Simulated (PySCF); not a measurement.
Compound: CH7NOSi2.
SMILES: `C=N[SiH2]O[SiH3]`

Jobs on this species (12 atoms, 56 electrons) with PySCF (density fitting). Hardware of each: an Intel Xeon Platinum 8259CL at 2.50 GHz with one thread, on a shared host. The host was shared with other jobs, so the times are rough. Peak memory is the resident size of the whole Python process, interpreter and libraries included.

```tsv
level and settings	work	basis functions	SCF cycles	wall time	peak memory
LC-wPBE/pcSseg-2	shieldings	292	?	?	?
wB97X-D/pcSseg-2	shieldings	292	?	?	?
B97-2/pcSseg-2	shieldings	292	14	52 s	1.1 GiB
WP04/pcSseg-2	shieldings	292	15	53 s	1.1 GiB
CAM-B3LYP/pcSseg-2	shieldings	292	12	67 s	1.4 GiB
PBE0/6-31G	shieldings, charges and field gradients	67	13	9.8 s	0.45 GiB
PBE0/pcSseg-2	shieldings	292	14	48 s	1.1 GiB
PBE0-D3(BJ)/def2-SVP, grid level 1	geometry optimisation from a GFN2-xTB start shaken at random	113	121	1.7 min	0.46 GiB
BHandHLYP/pcSseg-2	shieldings	292	13	44 s	1.1 GiB
```

Problem. Fill in the missing figures.

Solution. 
- LC-wPBE/pcSseg-2; shieldings: 90 s, 1.2 GiB, 14 SCF cycles
- wB97X-D/pcSseg-2; shieldings: 64 s, 1.2 GiB, 13 SCF cycles

Problem. What do all jobs in the table cost together?

Solution. About 8.8 min; the longest takes about 19 % of that, and about 10 times as long as the shortest.
